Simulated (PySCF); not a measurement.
Al(AsH2)2(OH) (AlAs2H5O), SMILES [OH][Al]([AsH2])[AsH2]. Atoms are numbered in the order given.

```xyz
9

Al    -0.3294     0.5904    -0.1946
As     1.2009    -0.4312    -1.7946
H      2.0940    -0.9346    -0.6563
H      1.9687     0.8888    -1.9088
As    -0.7853    -0.3088     2.0415
H     -0.7700    -1.7301     1.4716
H     -2.2954    -0.1638     1.8228
O     -1.0848     2.0168    -0.7541
H     -1.7513     2.5503    -0.3120
```
Charge 0, spin multiplicity 1.

Geometry optimised at B3LYP-D3(BJ)/def2-SVP. One conformer was computed; it need not be the lowest.

Level of theory: HF/pcSseg-1 in PySCF.

GIAO shieldings, no solvent; atoms listed in one row are averaged. δ = σ(ref) − σ: ⁷⁵As against AsH3 (σ = 1982.6 ppm); ¹H against TMS (σ = 31.99 ppm); ¹⁷O against H2O (σ = 333.0 ppm), references at their B3LYP-D3(BJ)/def2-TZVP geometries, non-relativistic.

Problem. Estimate the chemical shifts. (An estimate is asked for; the answer gives what the named calculation found.)

Solution. 
```
nucleus  atoms  count  δ (ppm)
-------  -----  -----  -------
⁷⁵As       As5      1    -99.7
⁷⁵As       As2      1   -107.4
¹H          H9      1     3.37
¹H          H4      1     2.01
¹H          H7      1     1.78
¹H          H6      1     1.64
¹H          H3      1     1.51
¹⁷O         O8      1     65.5
```
